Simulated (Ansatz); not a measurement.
System: TaH₅, net charge 0, singlet state. 
Structure (B3LYP-D3(BJ)/def2-TZVP (Ansatz, a program for electronic structure) minimum search):
SMILES: [TaH5]
```xyz
6

Ta     0.0187     0.0004     0.0012
H     -0.8738    -0.6370     1.3777
H     -0.8649     1.4146     0.5641
H     -0.7209    -1.4493    -0.6688
H     -0.7121     0.6023    -1.4824
H      1.8082     0.0395     0.1193
```
Charge 0, spin multiplicity 1.

Total electronic energies in hartree. Cores are frozen in the correlated levels unless marked. No spin-orbit coupling. The frozen core is the preceding noble-gas configuration, with the filled d and f shells of earlier blocks. Past Kr the def2 sets carry scalar-relativistic core potentials. CBS(X,Y): correlation extrapolated as X^-3; Hartree-Fock from the larger set. The bracket is a focal-point correction in the basis named.

The T1 diagnostic of CCSD in the largest basis is 0.027, which is high, so the coupled-cluster rows are less sure than usual.

| level | program | energy (Eh) |
|---|---|---|
| HF/def2-SVP | Ansatz | -59.14869 |
| HF/def2-QZVPP | Ansatz | -59.18653 |
| HF/def2-QZVPPD | Ansatz | -59.18655 |
| PBE-D3(BJ)/def2-TZVPD | Ansatz + dftd3 | -59.91145 |
| revPBE-D3(BJ)/def2-TZVPD | Ansatz + dftd3 | -59.96868 |
| revPBE/def2-TZVPD | Ansatz | -59.96247 |
| B97M-V/def2-TZVPD | Ansatz | -59.90594 |
| PBE0/def2-QZVPP | Ansatz | -59.87492 |
| r2SCANh/def2-TZVPD | Ansatz | -59.89427 |
| r2SCAN0/def2-TZVPD | Ansatz | -59.86206 |
| HSE06/def2-TZVPD | Ansatz | -59.86860 |
| wB97M-V/def2-TZVPD | Ansatz | -59.77719 |
| B2GP-PLYP-D3(BJ)/def2-TZVPD | Ansatz + dftd3 | -59.63945 |
| B2PLYP-D3(BJ)/def2-TZVPD | Ansatz + dftd3 | -59.69125 |
| RPA@PBE/def2-TZVPP | Ansatz | -59.57320 |
| RI-MP2/def2-TZVPPD | Ansatz | -59.38350 |
| SCS-MP2/def2-QZVPP | Ansatz | -59.41234 |
| CCSD/CBS(def2-TZVPP,def2-QZVPP) | Ansatz | -59.4299 |
| CCSD(T)/def2-TZVPP | Ansatz | -59.42109 |
| CCSD(T)/def2-TZVPPD | Ansatz | -59.42373 |
| CCSDT/def2-SVP | Ansatz | -59.35656 |
| RI-MP2/CBS(def2-TZVPP,def2-QZVPP)+[CCSD(T)-MP2]/def2-QZVPP | Ansatz | -59.4405 |
| CCSD(T)/CBS(def2-TZVPPD,def2-QZVPPD) | Ansatz | -59.4387 |

Totals of different functionals don't rank their quality; only differences between species are comparable.
